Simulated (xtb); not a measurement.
Input for xtb: GFN1-xTB on CH7GeNO (a complex), monomers drawn apart or pushed together.

```
$ xtb mol.xyz --gfn 1 --sp --chrg 0 --uhf 0
11

Ge    -0.15182131    -0.51402076    -0.00192693
H     -1.49489666     0.14345315     0.32297864
H      0.05049723    -0.53408449    -1.53086324
H     -0.07597583    -1.94448337     0.53690278
H      0.99626272     0.32648531     0.59237580
N      1.13889008     0.59358159     3.35248365
C      0.01503493    -0.08684371     3.67665339
O     -0.73242878    -0.61215805     2.88047502
H      1.39763533     0.68751889     2.38268085
H      1.71809288     1.00831337     4.06051992
H     -0.16264618    -0.11997847     4.76667855
```

Question: What total energy does the run end on?

Answer: -15.4570 hartree.
